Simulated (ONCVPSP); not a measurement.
# Before and after: ONCV potential for Te

Te (Z = 52), optimised norm-conserving Vanderbilt (ONCV), made with ONCVPSP 4.0.1 (PBE, scalar-relativistic). Core [Kr], reference 4d10 5s2 5p3 (charge +1). Waves: 5s: rc 1.85 bohr, ncon 4, nbas 8, qcut 3.2 1/bohr, 1 projector; 5p: rc 2.20 bohr, ncon 3, nbas 6, qcut 4.4 1/bohr, 1 projector; 4d: rc 1.45 bohr, ncon 4, nbas 8, qcut 10.6 1/bohr, 2 projectors, debl 0.5 Ha. Local part: polynomial inside 1.45 bohr (lpopt 5, dvloc0 6 Ha). Core correction: polynomial model core, fcfact 0.65.

In the d channel the program set the typed energies aside and used -1.862, 0.250 Ha.

All-electron outer shells of the reference configuration (PBE, scalar-relativistic, ld1.x):

```json
{"shell": "4s", "level (eV)": "-173.44", "outermost node (bohr)": "0.38", "outermost maximum (bohr)": "0.70"}
{"shell": "4p", "level (eV)": "-123.46", "outermost node (bohr)": "0.38", "outermost maximum (bohr)": "0.74"}
{"shell": "4d", "level (eV)": "-50.68", "outermost node (bohr)": "0.36", "outermost maximum (bohr)": "0.81"}
{"shell": "5s", "level (eV)": "-23.44", "outermost node (bohr)": "0.91", "outermost maximum (bohr)": "1.77"}
{"shell": "5p", "level (eV)": "-13.68", "outermost node (bohr)": "1.00", "outermost maximum (bohr)": "2.11"}
```

Change: s: qcut 3.8; p: qcut 5.2; d: qcut 12.5.

Cutoffs: the cutoffs (Ha) at which the residual kinetic energy of the hardest occupied pseudo-wave falls to 1 and 0.1 mHa per electron; they do not see the model core or the augmentation charge, which bear on the density cutoff. Errors are all-electron minus pseudo energies relative to the spin-unpolarised reference configuration.

How do hardness, ghosts and transferability respond?

The potential gets harder (43 Ha and 48 Ha → 49 Ha and 57 Ha); of the 4 tests that both files solve, the error grows in 0 and shrinks in 1 by more than 15 % and 0.3 meV (median size 4.1 → 4.0 meV); neither file shows a bound ghost.

```tsv
quantity	base	changed
cutoff, loose	43 Ha	49 Ha
cutoff, tight	48 Ha	57 Ha
loose cutoff by channel	s 26 Ha, p 7.0 Ha, d 43 Ha	s 8.0 Ha, p 8.3 Ha, d 49 Ha
bound ghosts	none	none
GHOST(+) flags under 300 eV	s at 16.3 eV	s at 20.1 eV
error for 4d10 5s2 5p4, meV [ΔE -9.73 eV]	+5.8	+5.6
error for 4d10 5s2 5p2, meV [ΔE 17.93 eV]	+0.6	0.0
error for 4d10 5s2 5p1, meV [ΔE 44.82 eV]	+8.0	+6.8
error for 4d10 5s2 5p3.5, meV [ΔE -5.83 eV]	+2.4	+2.4
s: phases at 1.87 bohr within 0.05 rad from the reference energy up to (Ha; the scan ends near 5)	0.2	0.4
p: phases at 2.23 bohr within 0.05 rad from the reference energy up to (Ha; the scan ends near 5)	1.0	1.1
d: phases at 1.47 bohr within 0.05 rad from the reference energy up to (Ha; the scan ends near 5)	to the end of the scan	to the end of the scan
rms error of d²Exc/dni dnj with the model core, mHa	0.27	0.23
```
